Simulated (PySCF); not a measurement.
Bonding in `C=C(C)[C@@H]1CS[Si@@H](O)C1=C`

Species: C7H12OSSi.
SMILES with atom numbers: `[CH2:1]=[C:2]([CH3:3])[C@@H:4]1[CH2:5][S:6][Si@@H:7]([OH:8])[C:9]1=[CH2:10]` (hydrogens: H11, H12 on C1; H13, H14, H15 on C3; H16 on C4; H17, H18 on C5; H19 on Si7; H20 on O8; H21, H22 on C10)

Geometry (GFN2-xTB, Å), atoms numbered from 1 in this order:
```xyz
22
C7H12OSSi angstrom
C     -1.7266   -0.0244    1.6163
C     -1.2264    0.6049    0.5659
C     -1.2934    2.0958    0.4259
C     -0.5115   -0.0885   -0.5762
C     -0.8186   -1.5790   -0.7015
S      0.1282   -2.6276    0.4743
Si     1.6304   -1.1469    0.8836
O      3.1496   -1.6615    0.6481
C      0.9710    0.0932   -0.3705
C      1.6928    0.9961   -1.0172
H     -2.2161    0.5191    2.4073
H     -1.6821   -1.0914    1.7391
H     -1.7620    2.5464    1.2963
H     -0.2908    2.5072    0.3133
H     -1.8664    2.3688   -0.4603
H     -0.8212    0.3923   -1.5128
H     -0.5513   -1.9300   -1.6989
H     -1.8737   -1.7848   -0.5300
H      1.6430   -0.7345    2.2728
H      3.3991   -2.2019   -0.0985
H      2.7480    1.1052   -0.8287
H      1.2678    1.6607   -1.7554
```

Bond orders from the PBE0/pcSseg-1 density (PySCF). One conformer (not necessarily the lowest) at the GFN2-xTB geometry, without solvent, vibrations or thermal averaging.

**Question.** How far do the computed orders between heavy atoms stray from the drawn ones?

**Answer.** The largest departure is 0.195, at Si7–C9 (drawn single, 0.805). Drawn single, order below 0.88: Si7–C9 (0.805).

**Question.** Give the Mayer order of every bond between heavy atoms, beside its length.

**Answer.** 
| bond | drawn as | length (Å) | Mayer order |
| --- | --- | --- | --- |
| C1–C2 | double | 1.323 | 1.990 |
| C2–C3 | single | 1.499 | 1.058 |
| C2–C4 | single | 1.515 | 0.950 |
| C4–C5 | single | 1.527 | 1.028 |
| C5–S6 | single | 1.838 | 0.981 |
| S6–Si7 | single | 2.149 | 0.946 |
| Si7–O8 | single | 1.621 | 1.075 |
| Si7–C9 | single | 1.883 | 0.805 |
| C9–C10 | double | 1.325 | 1.994 |
| C9–C4 | single | 1.508 | 0.954 |

Bonds between the same two heavy elements. C–C: lowest C2–C4 (0.950, 1.515 Å), highest C9–C10 (1.994, 1.325 Å); in 2 of the 15 pairs the longer bond (by over 0.003 Å) has the higher order (by 0.02 or more).

**Question.** And the bonds to hydrogen?

**Answer.** C–H: 0.93 to 0.96 (10 bonds); H–Si: 0.92 (1 bond); H–O: 0.93 (1 bond).

**Question.** Sum the orders of all bonds at each heavy atom with more than one neighbour and set the sums beside the valence in the SMILES.

**Answer.** C1 3.856 (drawn 4), C2 3.998 (drawn 4), C3 3.910 (drawn 4), C4 3.871 (drawn 4), C5 3.889 (drawn 4), S6 1.927 (drawn 2), Si7 3.743 (drawn 4), O8 2.003 (drawn 2), C9 3.753 (drawn 4), C10 3.884 (drawn 4). Orders between atoms that aren't bonded are not in these sums.

The Mayer order sums products of elements of PS (density times overlap matrix) between the two atoms' basis functions, so it depends on the basis set.
